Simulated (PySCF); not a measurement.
Br3Zr, charge +1, singlet, geometry from GFN2-xTB (such geometries of metal compounds can be far from the true shape) (the multiplicity is a formal guess) (core potentials on Zr); DF-B3LYP/def2-SVP run with PySCF.

The PySCF input:
```python
from pyscf import gto, scf, dft

mol = gto.M(
    atom='''
Zr   -0.380170    0.349142    0.737271
Br   -1.527960   -1.453170   -0.518254
Br    0.124396    1.800660   -1.207106
Br    1.838044   -0.746508    0.882764
''',
    basis='def2-svp',
    ecp={'Zr': 'def2-svp'},
    charge=1,
    spin=0,
    verbose=4,
)

mf = dft.RKS(mol)
mf.xc = 'b3lyp'
mf = mf.density_fit(auxbasis='def2-universal-jkfit')
mf.kernel()
```

Output, abridged:

```
PySCF version 2.14.0

[INPUT] verbose = 4
[INPUT] num. atoms = 4
[INPUT] num. electrons = 116
[INPUT] charge = 1
[INPUT] spin (= nelec alpha-beta = 2S) = 0
[INPUT] symmetry False subgroup None
[INPUT] Mole.unit = angstrom
[INPUT] Symbol           X                Y                Z      unit          X                Y                Z       unit  Magmom
[INPUT]  1 Zr    -0.380170000000   0.349142000000   0.737271000000 AA   -0.718417180776   0.659782758583   1.393240269584 Bohr   0.0
[INPUT]  2 Br    -1.527960000000  -1.453170000000  -0.518254000000 AA   -2.887425929290  -2.746093312434  -0.979358122960 Bohr   0.0
[INPUT]  3 Br     0.124396000000   1.800660000000  -1.207106000000 AA    0.235074370991   3.402754243459  -2.281099743319 Bohr   0.0
[INPUT]  4 Br     1.838044000000  -0.746508000000   0.882764000000 AA    3.473399764900  -1.410695669797   1.668182192626 Bohr   0.0

nuclear repulsion = 792.688494175648
number of shells = 47
number of NR pGTOs = 279
number of NR cGTOs = 127
basis = def2-svp
ecp = {'Zr': 'def2-svp'}

******** <class 'pyscf.df.df_jk.DFRKS'> ********
method = DFRKS
initial guess = minao
damping factor = 0
level_shift factor = 0
DIIS = <class 'pyscf.scf.diis.CDIIS'>
diis_start_cycle = 1
diis_space = 8
diis_damp = 0
SCF conv_tol = 1e-09
SCF conv_tol_grad = None
SCF max_cycles = 50
direct_scf = False
XC library pyscf.dft.libxc version 7.1.2
    S. Lehtola, C. Steigemann, M. J. T. Oliveira, and M. A. L. Marques,  SoftwareX 7, 1–5 (2018)
XC functionals = b3lyp
    P. J. Stephens, F. J. Devlin, C. F. Chabalowski, and M. J. Frisch,  J. Phys. Chem. 98, 11623 (1994)
radial grids:
    Treutler-Ahlrichs [JCP 102, 346 (1995); DOI:10.1063/1.469408] (M4) radial grids

becke partition: Becke, JCP 88, 2547 (1988); DOI:10.1063/1.454033
pruning grids: <function nwchem_prune>
grids dens level: 3
symmetrized grids: False
atomic radii adjust function: <function treutler_atomic_radii_adjust>
small_rho_cutoff = 0
Set gradient conv threshold to 3.16228e-05
Initial guess from minao.
tot grids = 83664
******** <class 'pyscf.df.df.DF'> ********
auxbasis = def2-universal-jkfit
init E= -7759.85764017571
  HOMO = -0.46814713220507  LUMO = -0.422574343335025  gap/eV = 1.24010
cycle= 1 E= -7767.47784366059  delta_E= -7.62  |g|= 2.11  |ddm|= 4.65
  HOMO = -0.467774461418445  LUMO = -0.127764474275956  gap/eV = 9.25214
cycle= 2 E= -7766.46313217774  delta_E= 1.01  |g|= 2.45  |ddm|= 4.84
  HOMO = -0.460603123275731  LUMO = -0.311894876224378  gap/eV = 4.04656
cycle= 3 E= -7768.56603327757  delta_E= -2.1  |g|= 0.294  |ddm|= 3.43
  HOMO = -0.46780793737773  LUMO = -0.347234366987205  gap/eV = 3.28097
cycle= 4 E= -7768.57010902336  delta_E= -0.00408  |g|= 0.221  |ddm|= 0.524
  HOMO = -0.475035862933648  LUMO = -0.327330675257554  gap/eV = 4.01926
cycle= 5 E= -7768.58454700182  delta_E= -0.0144  |g|= 0.0579  |ddm|= 0.298
  HOMO = -0.470599547761146  LUMO = -0.327645069973966  gap/eV = 3.88999
cycle= 6 E= -7768.58555820747  delta_E= -0.00101  |g|= 0.0109  |ddm|= 0.0638
  HOMO = -0.470706580849728  LUMO = -0.32817536716332  gap/eV = 3.87847
cycle= 7 E= -7768.58559062299  delta_E= -3.24e-05  |g|= 0.00159  |ddm|= 0.0104
  HOMO = -0.470698844245338  LUMO = -0.328243651563563  gap/eV = 3.87640
cycle= 8 E= -7768.58559131341  delta_E= -6.9e-07  |g|= 0.000546  |ddm|= 0.00218
  HOMO = -0.470700496894826  LUMO = -0.328283091098515  gap/eV = 3.87538
cycle= 9 E= -7768.58559141558  delta_E= -1.02e-07  |g|= 8.33e-05  |ddm|= 0.000703
  HOMO = -0.470699635114756  LUMO = -0.32828348443548  gap/eV = 3.87534
cycle= 10 E= -7768.58559141761  delta_E= -2.03e-09  |g|= 3.63e-05  |ddm|= 0.000149
  HOMO = -0.470698548299653  LUMO = -0.328279718878184  gap/eV = 3.87541
cycle= 11 E= -7768.58559141801  delta_E= -4.02e-10  |g|= 1.22e-05  |ddm|= 5.3e-05
  HOMO = -0.470699022391431  LUMO = -0.328279100868277  gap/eV = 3.87544
Extra cycle  E= -7768.58559141789  delta_E= 1.18e-10  |g|= 2.28e-05  |ddm|= 4.9e-05
converged SCF energy = -7768.58559141789
```
